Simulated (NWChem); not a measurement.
Molecule: InH3S2; SMILES [SH][InH][SH]

```xyz
6

In     0.0000     0.0000    -0.5324
H      0.0000     0.0000    -2.2627
S     -2.0028     0.0020     0.8329
H     -2.8216     0.0028    -0.2573
S      2.0028    -0.0020     0.8329
H      2.8216    -0.0028    -0.2573
```
Atoms are numbered in this order, from 1.

Level: PBE-D3(BJ)/def2-SVP with def2 effective core potentials on In (NWChem), optimised geometry, unscaled harmonic frequencies. def2 effective core potentials on In; no spin-orbit coupling.

```json
[
 {"frequency (cm⁻¹)": "83", "IR intensity (km/mol)": "2.1"},
 {"frequency (cm⁻¹)": "205", "IR intensity (km/mol)": "0.0"},
 {"frequency (cm⁻¹)": "227", "IR intensity (km/mol)": "13.4"},
 {"frequency (cm⁻¹)": "327", "IR intensity (km/mol)": "7.1"},
 {"frequency (cm⁻¹)": "346", "IR intensity (km/mol)": "71.0"},
 {"frequency (cm⁻¹)": "369", "IR intensity (km/mol)": "40.4"},
 {"frequency (cm⁻¹)": "436", "IR intensity (km/mol)": "95.4"},
 {"frequency (cm⁻¹)": "635", "IR intensity (km/mol)": "2.5"},
 {"frequency (cm⁻¹)": "665", "IR intensity (km/mol)": "4.2"},
 {"frequency (cm⁻¹)": "1739", "IR intensity (km/mol)": "155.0"},
 {"frequency (cm⁻¹)": "2618", "IR intensity (km/mol)": "0.5"},
 {"frequency (cm⁻¹)": "2619", "IR intensity (km/mol)": "2.9"}
]
```

```
Property                                                                            Value
-----------------------------------------------------------------------  ----------------
zero-point energy                                                           14.7 kcal/mol
thermal correction to the enthalpy at 298.15 K (with zero-point energy)     19.2 kcal/mol
heat capacity Cv                                                         19.6 cal/(mol K)
entropy at 298.15 K and 1 atm (symmetry number 2)                        80.4 cal/(mol K)
```

Rigid rotor and harmonic oscillator; modes under 100 cm⁻¹ make the entropy uncertain.
